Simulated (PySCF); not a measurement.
Species: C₄H₁₄OSi₃.
SMILES with atom numbers: `[OH:1][Si@@H:2]([SiH3:3])[SiH2:4][CH:5]1[CH2:6][CH2:7][CH2:8]1` (hydrogens: H9 on O1; H10 on Si2; H11, H12, H13 on Si3; H14, H15 on Si4; H16 on C5; H17, H18 on C6; H19, H20 on C7; H21, H22 on C8)

The calculation used PBE0-D3(BJ)/def2-SVP geometry optimisation, gas phase in PySCF 2.14.0.

**Question.** What internal coordinates does the optimisation give?

**Answer.** 
```
                     bond  length (Å)   order
                   O1–Si2       1.686  single
                  Si2–Si3       2.342  single
                  Si2–Si4       2.351  single
                   Si4–C5       1.886  single
                    C5–C6       1.550  single
                    C6–C7       1.540  single
                    C7–C8       1.539  single
                    C5–C8       1.551  single
                    O1–H9       0.962  single
                  Si2–H10       1.502  single
Si3–H11, Si3–H12, Si3–H13       1.496  single
                  Si4–H14       1.499  single
                  Si4–H15       1.503  single
                   C5–H16       1.104  single
                   C6–H17       1.102  single
                   C6–H18       1.100  single
                   C7–H19       1.101  single
                   C7–H20       1.101  single
                   C8–H21       1.103  single
                   C8–H22       1.100  single
```

Bonds in one row agree within 0.01 Å and their mean is given. Orders are formal, as drawn. A selection of angles:
```
      angle  degrees
  Si2–O1–H9    115.3
 O1–Si2–Si3    105.7
 O1–Si2–Si4    109.0
 O1–Si2–H10    111.6
Si3–Si2–Si4    109.2
Si3–Si2–H10    109.4
Si4–Si2–H10    111.8
Si2–Si3–H11    112.4
Si2–Si3–H12    108.9
H11–Si3–H12    108.8
H12–Si3–H13    108.2
 Si2–Si4–C5    106.2
Si2–Si4–H14    111.5
Si2–Si4–H15    109.2
 C5–Si4–H14    112.7
 C5–Si4–H15    108.9
H14–Si4–H15    108.1
  Si4–C5–C6    121.8
  Si4–C5–C8    117.6
 Si4–C5–H16    108.7
   C6–C5–C8     88.0
  C6–C5–H16    109.7
  C8–C5–H16    109.4
   C5–C6–C7     88.5
  C5–C6–H17    111.8
  C5–C6–H18    117.4
  C7–C6–H17    111.7
  C7–C6–H18    118.2
 H17–C6–H18    108.2
   C6–C7–C8     88.8
  C6–C7–H19    111.4
  C6–C7–H20    118.0
  C8–C7–H19    111.3
  C8–C7–H20    117.9
 H19–C7–H20    108.4
  C7–C8–H21    111.7
  C7–C8–H22    118.8
   C5–C8–C7     88.5
  C5–C8–H21    111.8
  C5–C8–H22    117.5
 H21–C8–H22    107.6
```

Dihedral angles: O1–Si2–Si4–C5 -65° (synclinal); Si2–Si4–C5–C6 161° (antiperiplanar); Si4–C5–C6–C7 -140° (anticlinal); C5–C6–C7–C8 19° (synperiplanar); C6–C7–C8–C5 -19° (synperiplanar); Si4–C5–C8–C7 144° (anticlinal); H9–O1–Si2–Si3 -171° (antiperiplanar).

Si4 (SiH2 silicon) is tetrahedral (angles from 106.2° to 112.7°). The 4-membered ring C5–C6–C7–C8 has internal angles of 88.0° to 88.8° (sum 354°, against 360° for a flat polygon); it is puckered, 0.13 Å rms from its mean plane, widest ring torsion 19°. Si3 (SiH3 silicon) is tetrahedral (angles from 108.2° to 112.4°). Si2 (oxygen-bound silicon) is distorted tetrahedral (angles from 105.7° to 111.8°). O1 (silanol oxygen) is bent (angle 115.3°).

Point group: C1 (no symmetry element, even within 0.4 Å). No frequency check. One conformer, not necessarily the lowest (H–O1–Si2–Si3 -171°, O1–Si2–Si4–C5 -65°, Si2–Si4–C5–C6 161°, Si4–C5–C6–C7 -140°, C5–C6–C7–C8 19°, C6–C7–C8–C5 -19°, Si4–C5–C8–C7 144°).
